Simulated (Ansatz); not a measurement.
CdH+, closed-shell singlet (lowest of 2S+1 = 1, 3 at CCSD(T)/def2-TZVPP on PBE0 minima; our sources give no spin for the ground state, which may be another), most abundant isotopes (113.9034 and 1.0078 u). Constants from fifth-degree fits in 1/R to seven points on the lowest solution found; no spin–orbit coupling, no relativity up to Kr; ω_e x_e and α_e move by some per cent with the fit.

Correlated levels freeze the inner cores; with def2 sets outer-core shells near the valence are correlated too. CBS: X⁻³ extrapolation of the correlation energy, Hartree–Fock from the larger set.

Codes used: Ansatz (Gaussian basis) for Hartree–Fock, density functionals and correlated methods. Each number belongs to the level named beside it. In def2 rows elements past Kr take small-core potentials, without spin–orbit coupling.

| level | r_e (Å) | ω_e (cm⁻¹) | ω_e x_e (cm⁻¹) | α_e (cm⁻¹) |
|---|---|---|---|---|
| PBE/def2-TZVPP | 1.6684 | 1749.4 | 30.8 | 0.174 |
| CCSD(T)/CBS(def2-TZVPP, def2-QZVPP) | 1.6648 | 1758.9 | 32.5 | 0.176 |

Problem. Derive the rotational constants, the centrifugal constant, the fundamental, the zero-point energy and the force constant.

Solution. 
μ = 0.99899 u.
- PBE/def2-TZVPP: B_e = 16.8576/(μ r_e²) = 6.0621 cm⁻¹; B₀ = B_e − α_e/2 = 5.9749 cm⁻¹; D = 4B_e³/ω_e² = 2.91e-04 cm⁻¹; fundamental ω_e − 2ω_e x_e = 1688 cm⁻¹; zero-point energy ω_e/2 − ω_e x_e/4 = 867 cm⁻¹; k = μ(2πcω_e)² = 180 N/m; the line J = 1 ← 0 at 2B₀ = 358.2 GHz
- CCSD(T)/CBS(def2-TZVPP, def2-QZVPP): B_e = 16.8576/(μ r_e²) = 6.0889 cm⁻¹; B₀ = B_e − α_e/2 = 6.0009 cm⁻¹; D = 4B_e³/ω_e² = 2.92e-04 cm⁻¹; fundamental ω_e − 2ω_e x_e = 1694 cm⁻¹; zero-point energy ω_e/2 − ω_e x_e/4 = 871 cm⁻¹; k = μ(2πcω_e)² = 182 N/m; the line J = 1 ← 0 at 2B₀ = 359.8 GHz

Ansatz is a first-principles code.
